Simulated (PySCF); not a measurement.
## Fractional electron number in Sr²⁺ (strontium, charge +2)

The 4p beta orbital of [Kr] is emptied in steps (occupation f), with all orbitals relaxed, ending at [Ar] 3d10 4s2 4p5. All numbers are calculated (PySCF 2.14, scalar relativity by spin-free X2C-1e, in aug-cc-pVTZ-X2C (8s7p5d2f, 68 functions)). The exact energy is a straight line in f; departures are measured from the line between the end points of the same method.

Question: Among UHF, LDA, PBE, PBE0, r2SCAN, LC-wPBE, BHandHLYP, wB97X, r2SCAN0, CAM-B3LYP, which shows the largest delocalisation error (convex curve), and which is closest to linear?

Answer: Most convex: LDA (-1.657 eV at f = 0.4); closest to linear: UHF (0.169 eV).

```csv
f,UHF (eV),LDA (eV),PBE (eV),PBE0 (eV),r2SCAN (eV),LC-wPBE (eV),BHandHLYP (eV),wB97X (eV),r2SCAN0 (eV),CAM-B3LYP (eV)
1,0.000,0.000,0.000,0.000,0.000,0.000,0.000,0.000,0.000,0.000
0.8,0.118,-1.102,-1.070,-0.777,-1.007,-0.303,-0.494,-0.359,-0.733,-0.550
0.6,0.173,-1.656,-1.604,-1.165,-1.496,-0.453,-0.744,-0.543,-1.089,-0.828
0.4,0.169,-1.657,-1.602,-1.163,-1.479,-0.451,-0.747,-0.549,-1.077,-0.830
0.2,0.110,-1.105,-1.065,-0.773,-0.975,-0.299,-0.500,-0.372,-0.710,-0.555
0,0.000,0.000,0.000,0.000,0.000,0.000,0.000,0.000,0.000,0.000
```

```csv
method,E(f=0) − E(f=1) (eV),−ε at f=1 (eV),−ε at f=0.4 (eV)
UHF,42.294,43.054,42.133
LDA,43.586,36.714,44.961
PBE,43.263,36.578,44.613
PBE0,43.367,38.509,44.349
r2SCAN,43.486,37.156,44.807
LC-wPBE,43.404,41.508,43.792
BHandHLYP,43.324,40.251,43.929
wB97X,43.235,41.005,43.656
r2SCAN0,43.494,38.884,44.455
CAM-B3LYP,43.425,39.994,44.106
```

Reference removal energy between the ground levels: 42.884 eV (measured; NIST Atomic Spectra Database, ionization energies). The calculation has no spin-orbit coupling. UHF lacks correlation.
